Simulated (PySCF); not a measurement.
Exercise with solution: oscillator strength and radiative lifetime

C5H4O2, SMILES C1=COC(=C=C)O1.

Coordinates come from a TPSSh-D3(BJ)/def2-SVP optimisation. This is a generated structure with no PubChem entry under its InChIKey; it may be hypothetical.

TDA-PBE/def2-SVPD (PySCF 2.14.0) puts the first singlet state with f over 0.02 at 4.35 eV (vertical), with the transition dipole (0.000, 0.447, 0.000) in atomic units.

Q: Find the oscillator strength, the wavelength and the radiative lifetime that this transition would have in vacuum if emission retraced absorption.

A: 
|μ|² = 0.1998 au, so |μ| = 1.14 D. ΔE = 4.35/27.211 = 0.1599 hartree. f = (2/3) ΔE |μ|² = 0.021 (the program prints 0.021).
λ = 1239.84/4.35 = 285 nm; ν = 35085 cm⁻¹.
Einstein's coefficient A = 0.6670 ν² f s⁻¹ (ν in cm⁻¹) = 1.7e7 s⁻¹, so τ = 1/A = 57 ns. This state is S2; the lower singlet has f = 0.000. The figure is the radiative limit of this one transition; relaxation, internal conversion, crossing to triplets and a medium change what is measured.
